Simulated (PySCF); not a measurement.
# Computed records: CH6Ge2O, GeH4NOSi, ClGeH4OSi, GeH6O2Si and others

Computed with PySCF 2.14.0. Calculation on a computer-drawn molecule: the log of a Hartree-Fock and frozen-core CCSD(T) single point meant for a local Hartree-Fock minimum, with one planted fault or none, to be diagnosed. Offsets are logged minus clean, where the clean run is the same molecule without the fault. The reference is restricted for singlets and unrestricted otherwise, and also for a bond in bohr or an excited solution. Adding or removing an electron swaps singlet and doublet. The excited solution moves the top pair (singlet) or top alpha electron (doublet) to the lowest empty orbital. Highest occupied and lowest empty are orbital energies over both spins, largest force is the largest gradient component, triples share is (T) over the correlation energy, the T1 limit is 0.02 restricted and 0.045 unrestricted, electrons count all cores, a negative frequency is imaginary (commonest isotopes), and the dipole is about the centre of nuclear charge; on germanium a core potential holds 10 electrons, which the energies leave out, and 3d is frozen in MP2 and coupled-cluster steps.

Common to all runs: meant basis and core potential on germanium cc-pVDZ-PP ECP10MDF; logged SCF converged yes; possible faults no fault, one electron removed, one electron added, multiplicity raised by two, geometry at a saddle point, SCF held on an excited solution, minimal basis STO-3G, one bond length entered in bohr, all coordinates scaled.

(1) CH6Ge2O

Logged structure:
```xyz
10
CH6Ge2O
O     -1.7477     1.0682     2.3202
C     -0.9678     0.3363     1.4535
Ge     0.3827    -0.6422     2.0920
Ge    -1.4092     0.4329    -0.4495
H     -3.4782     0.8659     1.9088
H      0.7829    -0.6497     3.5549
H      1.3380    -1.3103     1.1245
H     -0.5411    -0.5524    -1.2316
H     -1.2089     1.8561    -0.9855
H     -2.8964     0.0785    -0.6290
```

- meant charge: 0
- meant multiplicity: 1
- meant basis: cc-pVDZ
- logged electrons: 84
- logged basis functions: 104
- logged spin squared: 1.2485
- logged highest occupied: -8.3372 eV
- logged lowest empty: 1.3649 eV
- logged largest force: 0.063775 hartree/bohr
- logged T1 diagnostic: 0.047198
- logged D1 diagnostic: 0.21806
- logged triples share: 0.036926
- logged CC converged: yes
- logged dipole magnitude: 2.2599 debye
- logged SCF stable within its kind: yes
- logged energy HF: -702.78811 hartree
- logged energy CCSD(T): -703.35142 hartree
- planted fault: one bond length entered in bohr, row 4 of the drawn bonds
- HF energy offset from clean run: 57.72 kcal/mol
- CCSD(T) energy offset from clean run: 74.95 kcal/mol

Drawn bonds:
```
atom  other atom  order
   1           2      1
   2           3      2
   2           4      1
   1           5      1
   3           6      1
   3           7      1
   4           8      1
   4           9      1
   4          10      1
```

Notes: T1 above single-reference limit.

(2) CH6Ge2O

Logged structure:
```xyz
10
CH6Ge2O
O     -1.7477     1.0682     2.3202
C     -0.9678     0.3363     1.4535
Ge     0.3827    -0.6422     2.0920
Ge    -1.4092     0.4329    -0.4495
H     -2.6634     0.9611     2.1025
H      0.7829    -0.6497     3.5549
H      1.3380    -1.3103     1.1245
H     -0.5411    -0.5524    -1.2316
H     -1.2089     1.8561    -0.9855
H     -2.8964     0.0785    -0.6290
```

* meant charge: 0
* meant multiplicity: 1
* meant basis: cc-pVDZ
* logged electrons: 84
* logged basis functions: 104
* logged spin squared: 0
* logged highest occupied: -7.707 eV
* logged lowest empty: 2.0275 eV
* logged largest force: 2.258e-05 hartree/bohr
* logged lowest frequency: 139.56 cm⁻¹
* logged T1 diagnostic: 0.014295
* logged D1 diagnostic: 0.042601
* logged triples share: 0.03287
* logged CC converged: yes
* logged dipole magnitude: 1.022 debye
* logged SCF stable within its kind: yes
* logged energy HF: -702.88009 hartree
* logged energy CCSD(T): -703.47086 hartree
* planted fault: no fault
* HF energy offset from clean run: 0 kcal/mol
* CCSD(T) energy offset from clean run: 0 kcal/mol

Drawn bonds:
```
atom  other atom  order
   1           2      1
   2           3      2
   2           4      1
   1           5      1
   3           6      1
   3           7      1
   4           8      1
   4           9      1
   4          10      1
```

(3) GeH4NOSi

Logged structure:
```xyz
8
GeH4NOSi
O      0.5630    -1.6708    -0.8153
Si    -0.7406    -0.7778    -0.9163
N     -1.9714    -0.8227     0.0779
Ge    -3.3570    -0.7473     1.0428
H      0.7591    -2.3276    -0.1589
H     -0.6567     0.1047    -2.0632
H     -4.5393    -1.6329     0.7309
H     -3.4000     0.1915     2.2243
```

* meant charge: 1
* meant multiplicity: 1
* meant basis: cc-pV(D+d)Z
* logged electrons: 64
* logged basis functions: 94
* logged spin squared: 0
* logged highest occupied: -9.3354 eV
* logged lowest empty: -10.286 eV
* logged largest force: 0.091592 hartree/bohr
* logged CC converged: no
* logged dipole magnitude: 6.4453 debye
* logged SCF stable within its kind: no
* logged energy HF: -713.27766 hartree
* planted fault: SCF held on an excited solution
* HF energy offset from clean run: 296.2 kcal/mol

Drawn bonds:
```
atom  other atom  order
   1           2      1
   2           3      1
   3           4      2
   1           5      1
   2           6      1
   4           7      1
   4           8      1
```

Notes: CCSD not converged.

(4) GeH4NOSi

Structure as in entry 3.

- meant charge: 1
- meant multiplicity: 1
- meant basis: cc-pV(D+d)Z
- logged electrons: 64
- logged basis functions: 94
- logged spin squared: 2.0307
- logged highest occupied: -11.59 eV
- logged lowest empty: -6.1177 eV
- logged largest force: 0.13137 hartree/bohr
- logged T1 diagnostic: 0.017534
- logged D1 diagnostic: 0.056586
- logged triples share: 0.024657
- logged CC converged: yes
- logged dipole magnitude: 4.7935 debye
- logged SCF stable within its kind: yes
- logged energy HF: -713.63023 hartree
- logged energy CCSD(T): -714.1531 hartree
- planted fault: multiplicity raised by two
- HF energy offset from clean run: 74.97 kcal/mol
- CCSD(T) energy offset from clean run: 98.67 kcal/mol

Drawn bonds:
```
atom  other atom  order
   1           2      1
   2           3      1
   3           4      2
   1           5      1
   2           6      1
   4           7      1
   4           8      1
```

(5) ClGeH4OSi

Logged structure:
```xyz
8
ClGeH4OSi
O     -2.7986     2.0262     2.3157
Si    -1.5329     1.7361     1.3666
Ge    -0.9649    -0.6482     1.9054
Cl    -1.2660    -1.2805     3.8761
H     -2.7895     2.4935     3.1411
H     -1.9014     1.6510    -0.0433
H     -0.2811     2.4287     1.6816
H     -0.4334    -1.8275     1.1030
```

- meant charge: 1
- meant multiplicity: 1
- meant basis: cc-pV(D+d)Z
- logged electrons: 73
- logged basis functions: 103
- logged spin squared: 0.7916
- logged highest occupied: -22.693 eV
- logged lowest empty: -14.58 eV
- logged largest force: 0.079324 hartree/bohr
- logged T1 diagnostic: 0.028195
- logged D1 diagnostic: 0.14275
- logged triples share: 0.032647
- logged CC converged: yes
- logged dipole magnitude: 4.4308 debye
- logged SCF stable within its kind: yes
- logged energy HF: -1118.25723 hartree
- logged energy CCSD(T): -1118.81093 hartree
- planted fault: one electron removed
- HF energy offset from clean run: 355.5 kcal/mol
- CCSD(T) energy offset from clean run: 354.8 kcal/mol

Drawn bonds:
```
atom  other atom  order
   1           2      1
   2           3      1
   3           4      1
   1           5      1
   2           6      1
   2           7      1
   3           8      1
```

(6) ClGeH4OSi

Logged structure:
```xyz
8
ClGeH4OSi
O     -2.6503     1.9188     2.1929
Si    -1.4517     1.6441     1.2942
Ge    -0.9137    -0.6138     1.8044
Cl    -1.1989    -1.2126     3.6706
H     -2.6417     2.3614     2.9747
H     -1.8006     1.5635    -0.0410
H     -0.2662     2.3000     1.5925
H     -0.4104    -1.7306     1.0446
```

- meant charge: 1
- meant multiplicity: 1
- meant basis: cc-pV(D+d)Z
- logged electrons: 74
- logged basis functions: 103
- logged spin squared: 0
- logged highest occupied: -16.345 eV
- logged lowest empty: -5.2734 eV
- logged largest force: 0.060745 hartree/bohr
- logged T1 diagnostic: 0.013794
- logged D1 diagnostic: 0.045458
- logged triples share: 0.023449
- logged CC converged: yes
- logged dipole magnitude: 2.5324 debye
- logged SCF stable within its kind: yes
- logged energy HF: -1118.79769 hartree
- logged energy CCSD(T): -1119.34299 hartree
- planted fault: all coordinates scaled, by -5.3 %
- HF energy offset from clean run: 16.4 kcal/mol
- CCSD(T) energy offset from clean run: 20.88 kcal/mol

Drawn bonds:
```
atom  other atom  order
   1           2      1
   2           3      1
   3           4      1
   1           5      1
   2           6      1
   2           7      1
   3           8      1
```

(7) GeH6O2Si

Logged structure:
```xyz
10
GeH6O2Si
O     -2.1598     4.2230    -1.0288
Si    -0.7044     3.5706    -0.5807
Ge    -0.7106     1.1707    -0.7839
O      0.9004     0.5305    -0.3244
H     -2.4108     4.2154    -1.9400
H     -0.5024     3.9509     0.8313
H      0.4012     4.1203    -1.4000
H     -1.7800     0.5124     0.1031
H     -0.8982     0.6986    -2.2281
H      1.0788     0.5327     0.6046
```

- meant charge: 0
- meant multiplicity: 1
- meant basis: cc-pV(D+d)Z
- logged electrons: 68
- logged basis functions: 104
- logged spin squared: 0
- logged highest occupied: -3.5298 eV
- logged lowest empty: -4.283 eV
- logged largest force: 0.076362 hartree/bohr
- logged CC converged: no
- logged dipole magnitude: 0.57393 debye
- logged SCF stable within its kind: no
- logged energy HF: -735.08212 hartree
- planted fault: SCF held on an excited solution
- HF energy offset from clean run: 319.8 kcal/mol

Drawn bonds:
```
atom  other atom  order
   1           2      1
   2           3      1
   3           4      1
   1           5      1
   2           6      1
   2           7      1
   3           8      1
   3           9      1
   4          10      1
```

Notes: CCSD not converged.

(8) GeH6OSi

Logged structure:
```xyz
9
GeH6OSi
O      0.3914     0.3780     0.5026
Si     0.7386     0.9832    -0.9992
Ge    -1.1965     1.9750    -2.0282
H     -0.2591    -0.3022     0.5888
H      1.7883     1.9987    -0.7941
H      1.2576    -0.0797    -1.8936
H     -0.8657     2.4686    -3.4431
H     -2.3336     0.9470    -2.1407
H     -1.7169     3.1642    -1.2113
```

- meant charge: 0
- meant multiplicity: 1
- meant basis: cc-pV(D+d)Z
- logged electrons: 60
- logged basis functions: 90
- logged spin squared: 2.0113
- logged highest occupied: -3.9312 eV
- logged lowest empty: -2.1308 eV
- logged largest force: 0.04085 hartree/bohr
- logged T1 diagnostic: 0.031471
- logged D1 diagnostic: 0.1648
- logged triples share: 0.027762
- logged CC converged: yes
- logged dipole magnitude: 1.997 debye
- logged SCF stable within its kind: yes
- logged energy HF: -660.47957 hartree
- logged energy CCSD(T): -660.93161 hartree
- planted fault: multiplicity raised by two
- HF energy offset from clean run: 141.2 kcal/mol
- CCSD(T) energy offset from clean run: 138.2 kcal/mol

Drawn bonds:
```
atom  other atom  order
   1           2      1
   2           3      1
   1           4      1
   2           5      1
   2           6      1
   3           7      1
   3           8      1
   3           9      1
```

(9) GeH5O2Si

Logged structure:
```xyz
9
GeH5O2Si
O     -0.8331     0.3590    -1.4349
Si     0.1527    -0.4524    -0.3960
Ge    -0.3284     0.6073     1.7242
O     -1.7300     1.5841     1.1254
H     -1.4704     0.9339    -1.0256
H     -0.1474    -1.9005    -0.3655
H      1.5649    -0.2770    -0.7853
H     -0.8283    -0.2598     2.9027
H     -2.2823     1.9887     1.7787
```

* meant charge: 0
* meant multiplicity: 2
* meant basis: cc-pV(D+d)Z
* logged electrons: 67
* logged basis functions: 99
* logged spin squared: 3.763
* logged highest occupied: -4.5221 eV
* logged lowest empty: -2.2885 eV
* logged largest force: 0.043353 hartree/bohr
* logged T1 diagnostic: 0.029759
* logged D1 diagnostic: 0.14701
* logged triples share: 0.027308
* logged CC converged: yes
* logged dipole magnitude: 1.7602 debye
* logged SCF stable within its kind: yes
* logged energy HF: -734.77639 hartree
* logged energy CCSD(T): -735.38618 hartree
* planted fault: multiplicity raised by two
* HF energy offset from clean run: 134.5 kcal/mol
* CCSD(T) energy offset from clean run: 133.2 kcal/mol

Drawn bonds:
```
atom  other atom  order
   1           2      1
   2           3      1
   3           4      1
   1           5      1
   2           6      1
   2           7      1
   3           8      1
   4           9      1
```

(10) ClGeH3OSi

Logged structure:
```xyz
7
ClGeH3OSi
O      0.2421    -0.4587    -2.5032
Si    -0.3603    -0.3188    -0.8655
Ge    -2.3083    -2.0486    -0.6313
Cl    -2.6930    -1.4400     1.6095
H      0.9960     0.1228    -2.7993
H     -0.8808     1.1298    -0.5856
H      0.7696    -0.6282     0.1715
```

* meant charge: 0
* meant multiplicity: 1
* meant basis: cc-pV(D+d)Z
* logged electrons: 74
* logged basis functions: 98
* logged spin squared: 0
* logged highest occupied: -8.9304 eV
* logged lowest empty: -0.40483 eV
* logged largest force: 0.03767 hartree/bohr
* logged T1 diagnostic: 0.016239
* logged D1 diagnostic: 0.048577
* logged triples share: 0.026538
* logged CC converged: yes
* logged dipole magnitude: 3.0169 debye
* logged SCF stable within its kind: yes
* logged energy HF: -1118.48451 hartree
* logged energy CCSD(T): -1119.04308 hartree

Drawn bonds:
```
atom  other atom  order
   1           2      1
   2           3      1
   3           4      1
   1           5      1
   2           6      1
   2           7      1
```

## Withheld values
1. Give the missing planted fault for ClGeH3OSi (entry 10).

Answers
1. all coordinates scaled, by +5.4 %

Further results for ClGeH3OSi (entry 10):

* HF energy offset from clean run: 10.41 kcal/mol
* CCSD(T) energy offset from clean run: 6.689 kcal/mol
